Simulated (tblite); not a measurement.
Species: C₇H₉NO.
Numbering: `[CH3:1][O:2][CH2:3][c:4]1[cH:5][cH:6][cH:7][n:8][cH:9]1` (hydrogens: H10, H11, H12 on C1; H13, H14 on C3; H15 on C5; H16 on C6; H17 on C7; H18 on C9)

Computed with GFN2-xTB (tblite), gas phase: Langevin dynamics at 600 K from the optimised GFN2-xTB geometry, time step 0.5 fs, friction 0.01 fs⁻¹, 2000 steps. The instantaneous temperature is 2·E(kin)/(3Nk) with all 3N coordinates.

| t (fs) | T (K) | E(pot) above start (eV) | C1–O2 (Å) | O2–C3 (Å) | C3–C4 (Å) | C4–C5 (Å) | C5–C6 (Å) | C1–H10 (Å) | C1–O2–C3–C4 (°) |
| --- | --- | --- | --- | --- | --- | --- | --- | --- | --- |
| 0 | 509 | 0.000 | 1.402 | 1.408 | 1.502 | 1.389 | 1.385 | 1.097 | 180 |
| 50 | 453 | 0.918 | 1.432 | 1.444 | 1.436 | 1.450 | 1.450 | 1.091 | -171 |
| 100 | 530 | 1.027 | 1.386 | 1.434 | 1.500 | 1.492 | 1.381 | 1.129 | -149 |
| 150 | 636 | 1.156 | 1.402 | 1.335 | 1.550 | 1.387 | 1.376 | 1.121 | -158 |
| 200 | 574 | 1.345 | 1.419 | 1.483 | 1.580 | 1.343 | 1.401 | 1.091 | -159 |
| 250 | 479 | 1.239 | 1.340 | 1.397 | 1.450 | 1.342 | 1.396 | 1.106 | -176 |
| 300 | 559 | 1.276 | 1.505 | 1.427 | 1.490 | 1.421 | 1.403 | 1.079 | 175 |
| 350 | 481 | 1.359 | 1.390 | 1.403 | 1.458 | 1.334 | 1.418 | 1.123 | 175 |
| 400 | 366 | 0.905 | 1.401 | 1.432 | 1.518 | 1.475 | 1.388 | 1.127 | -178 |
| 450 | 377 | 1.079 | 1.454 | 1.385 | 1.539 | 1.435 | 1.344 | 1.080 | 155 |
| 500 | 618 | 1.167 | 1.324 | 1.415 | 1.490 | 1.409 | 1.383 | 1.048 | 176 |
| 550 | 419 | 1.386 | 1.440 | 1.441 | 1.566 | 1.458 | 1.340 | 1.179 | 169 |
| 600 | 501 | 1.015 | 1.408 | 1.350 | 1.522 | 1.378 | 1.417 | 1.191 | 173 |
| 650 | 724 | 1.044 | 1.442 | 1.415 | 1.579 | 1.345 | 1.422 | 1.028 | 171 |
| 700 | 727 | 1.254 | 1.371 | 1.478 | 1.562 | 1.342 | 1.393 | 1.120 | 166 |
| 750 | 577 | 1.131 | 1.442 | 1.374 | 1.538 | 1.359 | 1.464 | 1.115 | -163 |
| 800 | 475 | 1.223 | 1.437 | 1.360 | 1.549 | 1.378 | 1.424 | 1.110 | -145 |
| 850 | 658 | 1.119 | 1.319 | 1.456 | 1.564 | 1.372 | 1.399 | 1.157 | 175 |
| 900 | 536 | 1.267 | 1.458 | 1.446 | 1.505 | 1.444 | 1.413 | 1.082 | 122 |
| 950 | 356 | 0.886 | 1.427 | 1.440 | 1.485 | 1.430 | 1.414 | 1.119 | 97 |
| 1000 | 376 | 0.856 | 1.450 | 1.394 | 1.471 | 1.357 | 1.380 | 1.065 | 82 |

Question: From 500 fs on, how do temperature and potential energy compare with equipartition?

Answer: The mean temperature of these 11 frames is 542 K against the target 600 K, and the mean potential energy 1.12 eV against 48 × kT/2 = 1.24 eV for 48 classical harmonic modes. For 18 atoms in a canonical ensemble the temperature itself scatters by T·√(2/(3N)) = 115 K; here its standard deviation is 125 K. The whole run lasts only 10 friction times of 100 fs, so these averages carry a wide statistical error.

Question: What are the kinetic and total energies of the listed frame with the highest potential energy?

Answer: The one at 550 fs, 1.386 eV above the start. Its kinetic energy is 3NkT/2 = 0.975 eV at 419 K, so the sum is 2.36 eV; over the listed frames the sum runs from 1.18 to 2.95 eV, since the thermostat adds and removes energy.

Question: How much do the listed bonds fluctuate from 500 fs on?

Answer: 
| bond | at the start (Å) | mean (Å) | standard deviation (Å) |
| --- | --- | --- | --- |
| C1–O2 | 1.402 | 1.411 | 0.048 |
| O2–C3 | 1.408 | 1.415 | 0.040 |
| C3–C4 | 1.502 | 1.530 | 0.036 |
| C4–C5 | 1.389 | 1.388 | 0.039 |
| C5–C6 | 1.385 | 1.405 | 0.030 |
| C1–H10 | 1.097 | 1.110 | 0.049 |

The motion is classical and holds no zero-point motion.

The cost below is that of the whole dynamics run. Time: 14 s wall; peak memory 0.18 GiB. Hardware: Intel Xeon Platinum 8488C, one thread, shared host with 192 logical CPUs at a one-minute load of 36.
